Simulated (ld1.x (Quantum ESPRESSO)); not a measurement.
## Pseudopotential generation for Ga: PAW, LDA (PZ), scalar-relativistic.

Input for ld1.x (Quantum ESPRESSO) 7.5:

```
&input
   title='Ga', zed=31., rel=1, dft='PZ', iswitch=3,
   config='[Ar] 3d10 4s2 4p1 4f-2',
   nld=4, rlderiv=2.70, eminld=-3.0, emaxld=5.0, deld=0.02
 /
 &inputp
   pseudotype=3, lpaw=.true., tm=.true., lloc=-2, rcloc=1.70,
   nlcc=.true., new_core_ps=.true., rcore=0.85,
   which_augfun='PSQ', rmatch_augfun_nc=.true.,
   file_pseudopw='Ga.UPF', file_wfcaegen='ae.wfc', file_wfcncgen='nc.wfc', file_beta='beta', file_chi='chi', file_wfcusgen='us.wfc'
 /
8
4S  1  0   2.00   0.00  1.55  2.00  0.0
4S  1  0   0.00  -0.20  1.55  2.00  0.0
4P  2  1   1.00   0.00  2.05  2.50  0.0
4P  2  1   0.00   0.45  2.05  2.50  0.0
3D  3  2  10.00   0.00  1.25  1.35  0.0
3D  3  2   0.00   1.35  1.25  1.35  0.0
4F  4  3  -2.00   0.05  1.75  1.90  0.0
4F  4  3  -2.00   2.60  1.75  1.90  0.0
 &test
   configts(1)='3d10 4s2 4p1'
 /
```

Command:

```bash
ld1.x < Ga.in > Ga.out
```

Output (shortened: banner, matrices, multipoles, cross overlaps and the repeated all-electron block are left out):

```
Program LD1 v.7.5
     --------------------------- All-electron run ----------------------------

     Ga
     scalar relativistic calculation

     atomic number is 31.00
     dft =PZ   lsd =0 sic =0 latt =0  beta=0.20 tr2=1.0E-14
     Exchange-correlation= PZ
                           (   1   1   0   0   0   0   0)
     mesh =1205 r(mesh) = 101.09016 a.u. xmin = -7.00 dx = 0.01250
     1 Ry =  13.60569312 eV, c = 137.03599908

     n l     nl                  e(Ry)          e(Ha)          e(eV)
     1 0     1S 1( 2.00)      -750.4721      -375.2360    -10210.6928
     2 0     2S 1( 2.00)       -92.6130       -46.3065     -1260.0647
     2 1     2P 1( 6.00)       -80.7173       -40.3586     -1098.2145
     3 0     3S 1( 2.00)       -10.8359        -5.4179      -147.4293
     3 1     3P 1( 6.00)        -7.2509        -3.6254       -98.6531
     3 2     3D 1(10.00)        -1.4259        -0.7130       -19.4009
     4 0     4S 1( 2.00)        -0.6743        -0.3372        -9.1745
     4 1     4P 1( 1.00)        -0.2012        -0.1006        -2.7381

     final scf error:  4.2E-15 reached in  29 iterations

     Etot =   -3882.236433 Ry,   -1941.118217 Ha,  -52820.517539 eV

     Ekin =    3946.721748 Ry,    1973.360874 Ha,   53697.884951 eV
     Encl =   -9361.643666 Ry,   -4680.821833 Ha, -127371.650844 eV
     Eh   =    1677.889087 Ry,     838.944544 Ha,   22828.844013 eV
     Exc  =    -145.203603 Ry,     -72.601801 Ha,   -1975.595657 eV

     normalization and overlap integrals

     s(1S/1S) =  1.000000  <r> =   0.0487  <r2> =    0.0032  r(max) =   0.0319
     s(2S/2S) =  1.000000  <r> =   0.2182  <r2> =    0.0562  r(max) =   0.1833
     s(2P/2P) =  1.000000  <r> =   0.1909  <r2> =    0.0447  r(max) =   0.1464
     s(3S/3S) =  1.000000  <r> =   0.6531  <r2> =    0.4929  r(max) =   0.5647
     s(3P/3P) =  1.000000  <r> =   0.6799  <r2> =    0.5459  r(max) =   0.5647
     s(3D/3D) =  1.000000  <r> =   0.8112  <r2> =    0.8646  r(max) =   0.5305
     s(4S/4S) =  1.000000  <r> =   2.3304  <r2> =    6.3255  r(max) =   1.8748
     s(4P/4P) =  1.000000  <r> =   3.3736  <r2> =   13.7367  r(max) =   2.5307

     ------------------------ End of All-electron run ------------------------

     --------------------- Generating PAW atomic setup --------------------

      Generating local potential from pseudized AE potential:
      Matching radius rcloc =   1.7000
      Enforcing V''(0)=0 (lloc=-2)

      Local pseudo, rcloc= 1.718 Estimated cut-off energy=    10.75 Ry

      Computing core charge for nlcc:

       r > 0.85 : true rho core
      Core charge pseudized with two Bessel functions
      Integrated core pseudo-charge :  10.33
      Wfc-us  4S rcutus= 1.996  Estimated cut-off energy=    11.35 Ry
      Wfc-us  4S rcutus= 1.996  Estimated cut-off energy=    12.17 Ry
      Wfc-us  4P rcutus= 2.499  Estimated cut-off energy=    11.97 Ry
      Wfc-us  4P rcutus= 2.499  Estimated cut-off energy=    13.38 Ry
      Wfc-us  3D rcutus= 1.338  Estimated cut-off energy=    65.74 Ry
      Wfc-us  3D rcutus= 1.338  Estimated cut-off energy=   117.59 Ry
      Wfc-us  4F rcutus= 1.898  Estimated cut-off energy=    38.39 Ry
      Wfc-us  4F rcutus= 1.898  Estimated cut-off energy=    40.49 Ry

     Required augmentation: PSQ   radius:    2.500000

     Q pseudized with Bessel functions
     Expected ecutrho=     379.9734 due to l1=  2   l2=  3

     Estimated PAW energy = -272.100029 Ryd

     ------------------- End of pseudopotential generation -------------------

     Computing logarithmic derivative in   2.71090
     Computing logarithmic derivative in   2.71090
     Computing the partial wave expansion
     R is outside the sphere for l=    0 j= 0.00
     R is outside the sphere for l=    0 j= 0.00
     R is outside the sphere for l=    1 j= 0.00
     R is outside the sphere for l=    1 j= 0.00
     R is outside the sphere for l=    2 j= 0.00
     R is outside the sphere for l=    2 j= 0.00
     R is outside the sphere for l=    3 j= 0.00
     R is outside the sphere for l=    3 j= 0.00

     ---------------------- Testing the pseudopotential ----------------------

     Ga
     scalar relativistic calculation

     atomic number is 31.00   valence charge is 13.00
     dft = SLA  PZ   NOGX NOGC   lsd =0 sic =0 latt =0  beta=0.20 tr2=1.0E-14
     mesh =1205 r(mesh) = 101.09016 xmin = -7.00 dx = 0.01250

     n l     nl             e AE (Ry)        e PS (Ry)    De AE-PS (Ry)
     3 2     3D   1(10.00)       -1.42594       -1.42594        0.00000
     1 0     4S   1( 2.00)       -0.67431       -0.67431        0.00000
     2 1     4P   1( 1.00)       -0.20125       -0.20125        0.00000

     eps = 8.0E-16  iter =  4

     Etot =   -3882.236433 Ry,   -1941.118217 Ha,  -52820.517539 eV
     Etotps =  -272.100042 Ry,    -136.050021 Ha,   -3702.109676 eV

     Ekin =     269.306835 Ry,     134.653418 Ha,    3664.106160 eV
     Encl =    -541.862473 Ry,    -270.931237 Ha,   -7372.414526 eV
     Ehrt =     145.659190 Ry,      72.829595 Ha,    1981.794243 eV
     Ecxc =    -145.203595 Ry,     -72.601797 Ha,   -1975.595553 eV
     (Ecc =     -24.597791 Ry,     -12.298896 Ha,    -334.670001 eV)

     ---------------------- End of pseudopotential test ----------------------
```

Generation and configuration tests took about 1.8 s on one core of a shared server CPU.
